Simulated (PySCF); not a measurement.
Compound: C₄H₂AlF.
Structure used (PBE/6-31+G*), in Å, numbered top down from 1:
```xyz
8
C4H2AlF angstrom
C      3.258   -0.390    0.661
C      2.041   -0.323    0.513
C      0.691   -0.249    0.349
C     -0.541   -0.178    0.198
Al    -2.425   -0.064   -0.053
F     -3.085    1.475   -0.264
H      4.324   -0.450    0.791
H     -3.402   -1.309   -0.074
```

Level of theory: PBE/6-31+G* geometry optimisation, gas phase (PySCF).

Q: Which atoms are bound to Al5, and at what distances?

A: 3 atoms: H8 1.583 Å, F6 1.688 Å, C4 1.904 Å. The nearest atom not counted as bound is C3, at 3.15 Å.

Q: List the angles at Al5.

A: 
```json
{"angle": "C4–Al5–H8", "degrees": "124.5", "distance of the outer atoms (Å)": "3.09"}
{"angle": "F6–Al5–H8", "degrees": "118.3", "distance of the outer atoms (Å)": "2.81"}
{"angle": "C4–Al5–F6", "degrees": "117.2", "distance of the outer atoms (Å)": "3.07"}
```

Q: What is the shape at Al5?

A: Planar: angles 124.5°, 118.3° and 117.2°, sum 360.0°, 0.00 Å off the plane of its three neighbours.

Q: What are the other bond lengths?

A: C1≡C2 1.229 Å; C2–C3 1.362 Å; C3≡C4 1.243 Å; C1–H7 1.075 Å.

Q: Give some angles away from the centre.

A: C1–C2–C3 180.0°, C2–C3–C4 179.8°, C3–C4–Al5 179.4°.

Q: What are the rotational constants (commonest isotopes, rigid rotor)?

A: A = 18495, B = 917.3, C = 874.0 MHz: a near-prolate asymmetric top.

Point group: Cs (tolerance 0.08 Å). Charge 0, singlet. Geometry: PBE/6-31+G*; no solvent, vibrations or thermal averaging. Whether it is a minimum is left open (no frequencies).
